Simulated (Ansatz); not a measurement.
Reaction R1 + R2 → P1 + P2, each structure at its B3LYP-D3(BJ)/def2-TZVP stationary point, reached from a drawn start (curvature not checked).
R1, F6Mo (SMILES [F][Mo]([F])([F])([F])([F])[F]) (charge 0, multiplicity 1, Z-matrix in Å and degrees):
```
Mo
F 1 1.8307
F 1 1.8307 2 90.01
F 1 1.8307 2 90.01 3 89.99
F 1 1.8307 2 90.00 4 -179.99
F 1 1.8307 2 89.99 5 -90.01
F 1 1.8307 3 90.00 4 -90.00
```
R2, Si2H6 (SMILES [SiH3][SiH3]) (charge 0, multiplicity 1):
```xyz
8

Si    -0.845    -0.686    -0.435
Si     0.845     0.686     0.435
H     -0.388    -1.333    -1.689
H     -1.202    -1.744     0.541
H     -2.058     0.115    -0.730
H      2.058    -0.115     0.730
H      1.202     1.744    -0.541
H      0.388     1.333     1.689
```
P1, F5HMo (SMILES [F][MoH]([F])([F])([F])[F]) (charge 0, multiplicity 1):
```xyz
7

Mo     0.0700    -0.0438     0.0236
F      1.8234     0.5018    -0.1193
F      0.3639    -0.8860     1.6350
F     -1.0397    -1.4996    -0.2036
F     -0.1927     1.4837     1.0134
F      0.2868    -0.2391    -1.7977
H     -1.3116     0.6828    -0.5514
```
P2: FH5Si2 (SMILES F[SiH2][SiH3]), charge 0, multiplicity 1.

P less R. No zero-point or thermal terms; no spin–orbit coupling.

Correlated levels freeze the cores.

Programs: Ansatz (a quantum-chemistry and plane-wave program). All values are computed, each at the level named. Elements past Kr take the def2 small-core potentials, without spin–orbit coupling.

Total energies in hartree:

| structure | PBE/def2-TZVPP | r2SCAN/def2-TZVPP | CCSD(T)/def2-TZVPP |
|---|---|---|---|
| R1 | -667.280561 | -667.601706 | -666.388856 |
| R2 | -582.273639 | -582.532002 | -581.690401 |
| P1 | -568.006733 | -568.276247 | -567.181142 |
| P2 | -681.535517 | -681.846416 | -680.898295 |

Task: Work out the reaction energy at each level in meV (1 hartree = 27211.38625 meV), and say how far PBE/def2-TZVPP lies from CCSD(T)/def2-TZVPP.

Result: 
- PBE/def2-TZVPP: (-568.006733) + (-681.535517) − (-667.280561) − (-582.273639) = 0.011950 hartree = 325.2 meV
- r2SCAN/def2-TZVPP: (-568.276247) + (-681.846416) − (-667.601706) − (-582.532002) = 0.011045 hartree = 300.5 meV
- CCSD(T)/def2-TZVPP: (-567.181142) + (-680.898295) − (-666.388856) − (-581.690401) = -0.000180 hartree = -4.9 meV
PBE/def2-TZVPP less CCSD(T)/def2-TZVPP: 330.1 meV, and the two differ in sign. CCSD(T)/def2-TZVPP is the level counted from, the highest shown, and no exact or measured value.
